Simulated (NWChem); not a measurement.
Everything below was run with NWChem. System: isopropylamine (C3H9N), charge 0, spin multiplicity 1, at a geometry optimised with PBE/def2-SVP. Level: M06-2X/def2-TZVP.

The NWChem input:

```
start mol
memory heap 200 mb stack 900 mb global 1100 mb
geometry units angstroms nocenter noautoz
  C     -0.289218    -0.644244     1.266288
  C      0.354248    -0.072426     0.000000
  C     -0.289218    -0.644244    -1.266288
  N      0.188763     1.386238     0.000000
  H     -0.196256    -1.748439     1.302309
  H     -1.365087    -0.375493     1.303782
  H      0.192519    -0.237906     2.180660
  H      1.431629    -0.391392     0.000000
  H      0.192519    -0.237906    -2.180660
  H     -1.365087    -0.375493    -1.303782
  H     -0.196256    -1.748439    -1.302309
  H      0.664905     1.788443    -0.818718
  H      0.664905     1.788443     0.818718
  symmetry group Cs
end
basis spherical
  * library def2-tzvp
end
dft
  xc m06-2x
  semidirect memsize 60000000 filesize 0
  iterations 100
  grid fine
end
task dft energy
```

Part of the output:

```
             Northwest Computational Chemistry Package (NWChem) 7.3.0
             --------------------------------------------------------

                                NWChem Input Module
                                -------------------

 Scaling coordinates for geometry "geometry" by  1.889725989
 (inverse scale =  0.529177249)

 Turning off AUTOSYM since
 SYMMETRY directive was detected!

                             Geometry "geometry" -> ""
                             -------------------------

 Output coordinates in angstroms (scale by  1.889725989 to convert to a.u.)

  No.       Tag          Charge          X              Y              Z
 ---- ---------------- ---------- -------------- -------------- --------------
    1 C                    6.0000    -0.28921800    -0.64424400     1.26628800
    2 C                    6.0000     0.35424800    -0.07242600     0.00000000
    3 C                    6.0000    -0.28921800    -0.64424400    -1.26628800
    4 N                    7.0000     0.18876300     1.38623800     0.00000000
    5 H                    1.0000    -0.19625600    -1.74843900     1.30230900
    6 H                    1.0000    -1.36508700    -0.37549300     1.30378200
    7 H                    1.0000     0.19251900    -0.23790600     2.18066000
    8 H                    1.0000     1.43162900    -0.39139200     0.00000000
    9 H                    1.0000     0.19251900    -0.23790600    -2.18066000
   10 H                    1.0000    -1.36508700    -0.37549300    -1.30378200
   11 H                    1.0000    -0.19625600    -1.74843900    -1.30230900
   12 H                    1.0000     0.66490500     1.78844300    -0.81871800
   13 H                    1.0000     0.66490500     1.78844300     0.81871800

 Effective nuclear repulsion energy (a.u.)     134.7309259770

            Nuclear Dipole moment (a.u.)
            ----------------------------
        X                 Y               Z
 ---------------- ---------------- ----------------
     0.0000075589    -0.0000000000     0.0000000000

      Symmetry information
      --------------------
[...]
    40     -0.113823   2 C  px              143     -0.099607   8 H  s

 Vector   18  Occ=0.000000D+00  E= 5.656579D-02  Symmetry=a'
              MO Center=  7.2D-01,  5.1D-01,  3.8D-15, r^2= 8.0D+00
   Bfn.  Coefficient  Atom+Function         Bfn.  Coefficient  Atom+Function
  ----- ------------  ---------------      ----- ------------  ---------------
     5      1.970615   1 C  s                67      1.970615   3 C  s
    98      1.078829   4 N  s               145     -1.058450   8 H  s
   139     -0.990837   7 H  s               151     -0.990837   9 H  s
   169     -0.910001  12 H  s               175     -0.910001  13 H  s
    36      0.791042   2 C  s               127     -0.779537   5 H  s

 Vector   19  Occ=0.000000D+00  E= 1.048242D-01  Symmetry=a'
              MO Center= -1.3D-01, -7.5D-02, -5.3D-16, r^2= 9.3D+00
   Bfn.  Coefficient  Atom+Function         Bfn.  Coefficient  Atom+Function
  ----- ------------  ---------------      ----- ------------  ---------------
     5      3.116040   1 C  s                67      3.116040   3 C  s
    98     -1.533128   4 N  s                36     -1.361150   2 C  s
   127     -1.292954   5 H  s               163     -1.292954  11 H  s
   133     -1.264301   6 H  s               157     -1.264301  10 H  s
   169      0.916317  12 H  s               175      0.916317  13 H  s

 Vector   20  Occ=0.000000D+00  E= 1.080332D-01  Symmetry=a"
              MO Center=  4.3D-01,  4.7D-01,  1.3D-14, r^2= 9.0D+00
   Bfn.  Coefficient  Atom+Function         Bfn.  Coefficient  Atom+Function
  ----- ------------  ---------------      ----- ------------  ---------------
     5      3.613006   1 C  s                67     -3.613006   3 C  s
   139     -1.580735   7 H  s               151      1.580735   9 H  s
   133     -1.092508   6 H  s               157      1.092508  10 H  s
    45     -1.059033   2 C  pz              169      0.911859  12 H  s
   175     -0.911859  13 H  s               127     -0.737616   5 H  s

------------------------------------------------------------
EAF file 0: "./mol.aoints.0" size=524288 bytes
------------------------------------------------------------
               write      read    awrite     aread      wait
               -----      ----    ------     -----      ----
     calls:        1         8         0         0         0
   data(b): 5.24e+05  4.19e+06  0.00e+00  0.00e+00
   time(s): 0.00e+00  0.00e+00  0.00e+00  0.00e+00  0.00e+00
rate(mb/s): 0.00e+00  0.00e+00
------------------------------------------------------------

 center of mass
 --------------
 x =  -0.00073631 y =   0.04895663 z =   0.00000000

 moments of inertia (a.u.)
 ------------------
         379.675050903580         -40.329655692722          -0.000000000000
         -40.329655692722         239.768707329771           0.000000000000
          -0.000000000000           0.000000000000         217.594966070249

     Multipole analysis of the density
     ---------------------------------

     L   x y z        total         alpha         beta         nuclear
     -   - - -        -----         -----         ----         -------
     0   0 0 0      0.000000    -17.000000    -17.000000     34.000000

     1   1 0 0      0.530222      0.265107      0.265107      0.000008
     1   0 1 0     -0.084407     -0.042204     -0.042204     -0.000000
     1   0 0 1     -0.000000     -0.000000     -0.000000      0.000000

     2   2 0 0    -20.830371    -26.159970    -26.159970     31.489569
     2   1 1 0      2.043767    -12.104419    -12.104419     26.252604
     2   1 0 1     -0.000000     -0.000000     -0.000000     -0.000000
     2   0 2 0    -20.555566    -66.563432    -66.563432    112.571298
     2   0 1 1     -0.000000     -0.000000     -0.000000      0.000000
     2   0 0 2    -19.942715    -75.830158    -75.830158    131.717602

 Task  times  cpu:       47.0s     wall:       47.0s

 Total times  cpu:       47.1s     wall:       47.1s
```
